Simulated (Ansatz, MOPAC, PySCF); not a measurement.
Lewis adduct: AlH3 (SMILES [AlH3]) (first 4 atoms) with C2H3N (SMILES CC#N); geometry from B3LYP-D3(BJ)/def2-TZVP, rigid monomers moved along the line of their centres of mass till Al1···N7 is 2.85 Å.
(charge 0, multiplicity 1):
```xyz
10

Al    -0.035     0.153    -0.410
H     -1.495    -0.220    -0.929
H      1.146    -0.862    -0.745
H      0.333     1.700    -0.301
C     -0.677    -0.965     4.876
C     -0.506    -0.667     3.470
N     -0.371    -0.432     2.358
H     -0.230    -1.933     5.104
H     -0.191    -0.195     5.476
H     -1.739    -0.992     5.120
```

Monomers are frozen at their geometry in the pair; levels with a basis set take the counterpoise correction. Rows marked so take none.

Rows in 6-31G* carry no dispersion term and start afresh at each structure (6-31G* with six Cartesian d functions). The state reached by PM6, PM7 isn't checked; PM7 holds dispersion and hydrogen-bond terms.

The values were computed with Ansatz (Gaussian orbitals); MOPAC for PM6, PM7 (differences of heats of formation); PySCF for 6-31G* rows. 

**Question.** One of these levels gives 47.6 kJ/mol for the interaction energy. Name it.
A) PM7
B) PM6
C) HF/aug-cc-pV(D+d)Z
D) HF/6-31G* (no counterpoise)

**Answer.** A, PM7. The others give -15.1 (PM6), -53.8 (HF/6-31G* (no counterpoise)), -49.4 (HF/aug-cc-pV(D+d)Z)

Ansatz is an electronic-structure program.
